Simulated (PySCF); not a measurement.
# Xenon: a sound run and one with changed settings

Sound run: Xe [Xe], Xe⁺ [Kr] 4d10 5s2 5p5. Calculation: PySCF 2.14, in x2c-SVPall; the spin-free X2C one-electron Hamiltonian (Gaussian nucleus). In the sound run the correlated levels freeze [Kr] 4d10. The sound run starts from symmetry-adapted Hartree-Fock orbitals and uses a fine grid where one is needed.

Changed run: all electrons correlated in a basis built for the valence shell.

```json
{"species": "Xe", "method": "MP2", "sound run (hartree)": "-7442.75577", "changed run (hartree)": "-7442.77371", "converged": "yes"}
{"species": "Xe⁺", "method": "MP2", "sound run (hartree)": "-7442.30699", "changed run (hartree)": "-7442.32366", "converged": "yes"}
```

Ionisation energy of Xe:

| method | sound run (eV) | changed run (eV) |
| --- | --- | --- |
| UHF | 11.591 | 11.591 |
| MP2 | 12.212 | 12.246 |
| SCS-MP2 | 12.149 | 12.166 |

A valence basis has no tight correlating functions, so it recovers only part of the core correlation, and not evenly between atom and ion.

For comparison, NIST gives 12.130 eV between the lowest levels.
